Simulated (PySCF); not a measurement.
CdF2, SMILES [F][Cd][F]. Atoms are numbered in the order given.

```xyz
3

Cd     0.0000     0.0000     0.0000
F      0.0000     0.0000    -1.9216
F      0.0000     0.0000     1.9216
```
Charge 0, spin multiplicity 1.

The structure is a stationary point at PBE0-D3(BJ)/def2-TZVP. The def2 effective core potentials stand for the cores of Cd; spin–orbit coupling is left out.

These are r2SCAN/def2-TZVPD in PySCF values and carry that method's errors.

Gas-phase values at a fixed geometry.

Computed frontier levels, gap, dipole moment and polarisability:
```yaml
highest_occupied_level: -8.65 eV
lowest_empty_level: -3.15 eV
orbital_gap: 5.50 eV
dipole_moment: 0.00 D
quadrupole, principal values (traceless, Buckingham form, about the centre of nuclear charge): -16.72, 8.36, 8.36 D·Å
mean_static_polarisability: 27.4 bohr³ (4.06 Å³)
polarisability_principal_values: 22.4, 22.4, 37.5 bohr³
```
